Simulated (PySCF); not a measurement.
**How methods differ on the ionisation energy of Lu**

Lu [Xe] 4f14 5d1 6s2 (2D) → Lu⁺ [Xe] 4f14 6s2 (1S), as a difference of total energies. Calculation: PySCF 2.14, in x2c-TZVPPall (11s7p7d2f2g, 99 functions); scalar relativity by spin-free X2C-1e. Correlated levels: valence: [Kr] 4d10 frozen. The calculations carry no spin-orbit coupling.

| method | ionisation energy (eV) | error (eV) |
| --- | --- | --- |
| UHF | 4.393 | -0.885 |
| MP2 (valence) | 4.740 | -0.538 |
| SCS-MP2 (valence) | 4.643 | -0.635 |
| CCSD (valence) | 4.801 | -0.477 |
| CCSD(T) (valence) | 4.876 | -0.402 |

Reference: 5.278 eV (measured; NIST levels, between the centres of gravity of the two terms).

Errors of the correlated levels include the incompleteness of this basis and the frozen core.
